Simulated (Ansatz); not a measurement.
Geometry optimisation, Ansatz 0.2.0, RKS PBE0-D4/def2-SVP.

Input:

```yaml
crystal:
  periodic: [false, false, false]
  atoms:
    - { symbol: B, position_ang: [0.058643, -0.153529, 0.238873] }
    - { symbol: "N", position_ang: [0.114284, -0.320671, 1.703607] }
    - { symbol: H, position_ang: [-0.697783, -0.562187, 2.254861] }
    - { symbol: H, position_ang: [0.990696, -0.359012, 2.211314] }
    - { symbol: C, position_ang: [1.367758, -0.012291, -0.610913] }
    - { symbol: H, position_ang: [1.574925, -0.988696, -1.087846] }
    - { symbol: H, position_ang: [1.245744, 0.716316, -1.426497] }
    - { symbol: H, position_ang: [2.258326, 0.2624, -0.022418] }
    - { symbol: H, position_ang: [-1.042882, -0.239942, -0.259669] }
    - { symbol: S, position_ang: [-0.445732, 2.894163, 0.478219] }
    - { symbol: H, position_ang: [-1.743644, 2.540607, 0.370357] }
    - { symbol: H, position_ang: [-0.204934, 1.896944, 1.400112] }
basis:
  gaussian: { orbitals: def2-SVP }
hamiltonian:
  xc: pbe0
  dispersion: d4
relax:
  f_tol: 0.03
  max_steps: 50
```

Command:

```bash
$ ansatz run input.yaml --threads 2 --pin off --max-ram 3072MiB --backend cpu --events-out ev --progress --plain --runs-dir out
```

**Question.** Where does it end, and by what steps?

**Answer.** The forces met the threshold. The force dipped under the threshold on the way, but the program's further checks kept it going. After 10 steps the energy has fallen by 0.181 eV; S10 moved furthest, 0.45 Å.

```tsv
step	energy less start (eV)	largest force component (eV/Å)	accepted
0	0.0000	2.229	yes
1	-0.1259	1.217	yes
2	-0.1579	0.403	yes
3	-0.1672	0.145	yes
4	-0.1731	0.077	yes
5	-0.1623	0.615	no
6	-0.1777	0.068	yes
7	-0.1792	0.140	yes
8	-0.1807	0.043	yes
9	-0.1812	0.017	yes
10	-0.1815	0.028	yes
```

```xyz
12
Properties=species:S:1:pos:R:3
B 0.123 -0.376 0.272
N 0.158 -0.349 1.671
H -0.651 -0.531 2.250
H 1.013 -0.220 2.198
C 1.402 -0.135 -0.605
H 1.523 -0.939 -1.349
H 1.270 0.797 -1.183
H 2.338 -0.047 -0.031
H -0.962 -0.571 -0.238
S -0.605 3.225 0.735
H -1.790 2.804 0.250
H -0.343 2.015 1.279
```

Time of the run: 30 s on 2 threads of Arm Neoverse V1, with other jobs on the host, peak memory 0.2 GiB.
